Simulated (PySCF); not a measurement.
Structure from NMR data

The spectra below were simulated for a compound C₇H₁₁NSi.

¹H NMR (600 MHz, computed): δ 6.62 (m, 1H), 6.50 (m, 1H), 6.49 (m, 1H), 6.07 (m, 1H), 5.39 (m, 1H), 5.08 (m, 1H), 5.06 (s, 3H), 3.35 (d, 2H).

¹³C{¹H} NMR (computed): δ 151.0 (CH), 133.2 (C), 129.4 (CH), 125.1 (CH), 119.9 (CH), 117.6 (CH2), 38.4 (CH2).

Theoretical values (PySCF): NMR shieldings at PBE0/pcSseg-1/GIAO, GFN2-xTB structure. Equivalent nuclei averaged, one conformer, relativity neglected, no solvent.

References, each an isolated molecule treated in the same way: ¹H (σref 31.72) and ¹³C (σref 186.93) vs TMS.

Task: What is the structure?

Result: 
1. The formula gives 4 degrees of unsaturation (1 ring in the answer).
2. 7 carbon signals for 7 carbons: no two carbons are equivalent.
3. Carbon types of the structure: 1 × C, 4 × CH, 2 × CH2, leaving 3 H on heteroatoms.
4. δC 151.0: alkene CH; the olefinic region.
5. δC 133.2: substituted aromatic carbon.
6. δC 129.4, 125.1: aromatic CH next to a ring nitrogen.
7. δC 119.9: aromatic CH.
8. δC 117.6: terminal =CH2 carbon; the olefinic region.
9. δC 38.4: sp3 CH2 on an aromatic ring; saturated and bonded to C and H only.
10. δH 6.49: hydrogen on an aromatic CH; aromatic region.

Structure: SMILES C=CCc1ccn([SiH3])c1.

The shifts were computed for this structure.

Shifts are as computed. Against solution values, carbons near 30 ppm lie about +3 ppm off and those near 130 ppm about +5 ppm. Of 1309 compounds with measured shifts, 239 miss one by over three times the rms of a fit or turn the order of signals round; such compounds aren't used in these exercises. Multiplicities follow the n + 1 count of equivalent neighbours, as no J values were calculated; m marks all less simple cases, F and P coupling included.
